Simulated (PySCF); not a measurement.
## Distorted geometries of [Yb(H2O)2]3+

[Yb(H2O)2]3+ (singlet in the valence; each metal's 4f electrons, 13 of them, lie in its core potential, out of spins and levels). PySCF 2.14.0, RKS BP86, Yb lcecp-1-SVP with ECP59, O def2-SVP, H def2-SVP; non-relativistic Hamiltonian with scalar-relativistic core potentials where named; density fitting; no spin-orbit coupling. Relaxed geometry:

```xyz
7

Yb    1.0340   -0.1315    0.0058
O    -0.1647    0.0692    1.7957
H     0.1017    0.4730    2.6818
H    -1.1078   -0.2399    1.9718
O    -0.1597   -0.0458   -1.7970
H     0.1122   -0.3020   -2.7351
H    -1.1100    0.2665   -1.9230
```

Order these distorted geometries by energy above the relaxed one, lowest first.
A.
```xyz
7

Yb    1.0512   -0.1154    0.0813
O    -0.1650    0.0980    1.7753
H     0.1606    0.3867    2.6942
H    -1.1685   -0.2941    1.9186
O    -0.2016    0.0381   -1.7294
H     0.1359   -0.2918   -2.7929
H    -1.1069    0.2681   -1.9471
```
B.
```xyz
7

Yb    1.0807   -0.1723    0.0169
O    -0.1716    0.1358    1.9042
H     0.1770    0.3891    2.6786
H    -1.0076   -0.2007    1.9974
O    -0.2095   -0.0604   -1.7895
H     0.1143   -0.3220   -2.7759
H    -1.2776    0.3200   -2.0318
```
C.
```xyz
7

Yb    0.9296    0.0380    0.0628
O    -0.1863    0.0357    1.8730
H    -0.0514    0.3618    2.4855
H    -1.2487   -0.2718    1.8767
O    -0.1477   -0.1207   -1.7378
H     0.3371   -0.3656   -2.7742
H    -0.9271    0.4122   -1.7860
```

A (0.58 eV), B (1.17 eV), C (4.88 eV).

Which forces (eV/Å) act in the one that lies 4.88 eV up?


```
Yb    1.30  -0.22   0.28
O   -10.51 -18.04 -33.35
H     7.12  17.32  33.31
H     2.66   0.74   0.61
O     4.31  -1.85  -2.29
H    -2.25   0.81   2.81
H    -2.64   1.23  -1.37
```
Forces carry noise of the integration grid, about 0.01 to 0.03 eV/Å.

An lcecp potential fixes the number of 4f electrons, so in runs with it no electron can move into or out of that shell.
